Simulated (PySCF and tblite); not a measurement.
The numbers below are computed, except where a source is named.
# Barrier and rate of a rearrangement

System: C₆H₈Se, numbered as in [CH3:1][Se:2][CH:3]1[CH:4]=[CH:5][CH:6]=[CH:7]1.

Motion: shift of Se2 from C3 to C7. Geometries: B3LYP-D3(BJ)/def2-SVP; energies: B3LYP/pcSseg-1 + D3(BJ); zero-point and thermal terms from GFN2-xTB harmonic modes (soft modes blended into free rotors). Rates follow Eyring's equation with the number of equivalent paths and no tunnelling. Shieldings: GIAO at the same DFT level; methyl-like tops are averaged, other torsions stay as in the two minima; line shapes leave out couplings. (PySCF 2.14 with density fitting, tblite 0.8.)

```tsv
point	symmetry	E(GFN2) kcal/mol	E(DFT) kcal/mol	ZPE change kcal/mol	lowest mode cm⁻¹	dipole D
start	Cs	0.0	0.0	0.00	36	1.02
saddle	Cs	12.7	19.5	-0.77	347i	0.72
end	Cs	0.0	0.0	0.01	39	1.02
```

* Electronic barrier: 19.5 kcal/mol
* Barrier with zero-point energy: 18.7 kcal/mol
* ΔH‡ (298 K): 18.3 kcal/mol
* ΔS‡ (298 K, symmetry apart): -3.2 cal/(mol K)
* Paths: 2 equivalent paths
* End point: the same structure with atoms interchanged, or its mirror image
* Mean lifetime of the start against this motion at 298 K: 11 s
* Cost: 5 min on 1 thread of INTEL XEON PLATINUM 8581C @ 2.10GHz, on a host shared with other jobs (rough), peak memory 0.92 GiB, launched as `OMP_NUM_THREADS=1 python ens_run.py task.json out`

```
T/K  ΔG‡ kcal/mol      k s⁻¹
150          18.9  1.5×10⁻¹⁵
200          19.1   1.2×10⁻⁸
250          19.2    0.00018
298          19.3      0.089
350          19.4         11
400          19.6        341
500          19.9    4.4×10⁴
```

ΔG and ΔG‡ leave out symmetry numbers and mirror images; rates count paths: 2 out.

Sites that the motion interchanges:

| nucleus | site | ppm | scale |
| --- | --- | --- | --- |
| ¹³C | C3 | 121.0 | shielding σ |
| ¹³C | C4, C7 | 31.4 | shielding σ |
| ¹³C | C5, C6 | 40.6 | shielding σ |
| ¹H | H on C3 | 27.53 | shielding σ |
| ¹H | H on C4, H on C7 | 24.96 | shielding σ |
| ¹H | H on C5, H on C6 | 24.91 | shielding σ |

```
nucleus                                          sites  ¹H MHz  spread Hz  coalescence K  k there s⁻¹
    ¹³C                           C3 / C4, C7 / C5, C6     270       6086            470      1.3×10⁴
    ¹³C                           C3 / C4, C7 / C5, C6     360       8114            477      1.7×10⁴
    ¹³C                           C3 / C4, C7 / C5, C6     800      18031            496      3.8×10⁴
     ¹H  H on C3 / H on C4, H on C7 / H on C5, H on C6     270        709            426         1490
     ¹H  H on C3 / H on C4, H on C7 / H on C5, H on C6     360        945            431         1980
     ¹H  H on C3 / H on C4, H on C7 / H on C5, H on C6     800       2100            447         4420
```

Spin–orbit effects of heavy atoms on shieldings are missing.
